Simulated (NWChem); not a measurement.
System meant: MgSiNH5O; SMILES [NH2][Mg][O][SiH3]

The following NWChem deck was run.

```
start job
memory heap 200 mb stack 900 mb global 1100 mb
geometry units angstroms noautoz
  Mg    -0.488131    -1.076137    -0.085138
  N     -0.715491    -2.954245    -0.141913
  H     -0.207570    -3.611631    -0.740808
  H     -1.369948    -3.504747     0.421496
  O     -0.269429     0.725258    -0.030711
  Si    -0.081491     2.363266     0.026950
  H     -1.020563     3.063841    -0.927787
  H      1.325465     2.772365    -0.343187
  H     -0.359613     2.904609     1.410361
end
basis spherical
  Mg library def2-svp
  N library def2-svp
  H library def2-svp
  O library def2-svp
  Si library def2-svp
end
dft
  xc xpbe96 cpbe96
  iterations 4
  mulliken
end
task dft energy
```

End of the output:

```
    Atom       Charge   Shell Charges
 -----------   ------   -------------------------------------------------------
    1 Mg  12    11.76   2.00  1.93  0.35  0.10  5.84  0.63  0.37  0.55
    2 N    7     7.22   1.97  0.71  0.46  2.20  1.86  0.02
    3 H    1     0.91   0.58  0.21  0.12
    4 H    1     0.91   0.58  0.21  0.12
    5 O    8     8.33   1.97  0.90  0.61  2.72  2.12  0.00
    6 Si  14    13.52   2.00  1.93  0.65  0.34  5.81  1.25  1.11  0.44
    7 H    1     1.11   0.65  0.44  0.02
    8 H    1     1.11   0.65  0.44  0.02
    9 H    1     1.11   0.65  0.44  0.02

 center of mass
 --------------
 x =   0.00054629 y =  -0.01989374 z =   0.00003820

 moments of inertia (a.u.)
 ------------------
        1330.794606462714           0.000000000000          -0.000000000000
           0.000000000000          26.230961822048           0.000000000000
          -0.000000000000           0.000000000000        1335.686444336692

     Multipole analysis of the density
     ---------------------------------

     L   x y z        total         alpha         beta         nuclear
     -   - - -        -----         -----         ----         -------
     0   0 0 0     -0.000000    -23.000000    -23.000000     46.000000

     1   1 0 0     -0.002050     -0.001025     -0.001025      0.000000
     1   0 1 0     -0.965855     -0.482927     -0.482927      0.000000
     1   0 0 1      0.000161      0.000081      0.000081     -0.000000

     2   2 0 0    -25.427786    -20.433260    -20.433260     15.438733
     2   1 1 0     -0.009188     -0.007118     -0.007118      0.005048
     2   1 0 1     -0.000789     -0.000286     -0.000286     -0.000218
     2   0 2 0    -29.297105   -390.118675   -390.118675    750.940245
     2   0 1 1      0.000711      0.002638      0.002638     -0.004564
     2   0 0 2    -28.532913    -19.559804    -19.559804     10.586694

 ------------------------------------------------------------------------
 dft energy failed                                                                                  0
 ------------------------------------------------------------------------
 ------------------------------------------------------------------------
  current input line :
    26: task dft energy
 ------------------------------------------------------------------------
 ------------------------------------------------------------------------
 This type of error is most commonly associated with calculations not reaching convergence criteria
 ------------------------------------------------------------------------
 For more information see the NWChem manual at https://nwchemgit.github.io

0:dft energy failed:Received an Error in Communication
```

What is wrong, and how is it mended?

Convergence was not reached. Cause: the SCF was allowed too few iterations. This input runs:
```
start job
memory heap 200 mb stack 900 mb global 1100 mb
geometry units angstroms noautoz
  Mg    -0.488131    -1.076137    -0.085138
  N     -0.715491    -2.954245    -0.141913
  H     -0.207570    -3.611631    -0.740808
  H     -1.369948    -3.504747     0.421496
  O     -0.269429     0.725258    -0.030711
  Si    -0.081491     2.363266     0.026950
  H     -1.020563     3.063841    -0.927787
  H      1.325465     2.772365    -0.343187
  H     -0.359613     2.904609     1.410361
end
basis spherical
  * library def2-svp
end
dft
  xc xpbe96 cpbe96
  iterations 150
  mulliken
end
task dft energy
```
It converges to -621.95489 Ha (PBE/def2-SVP).
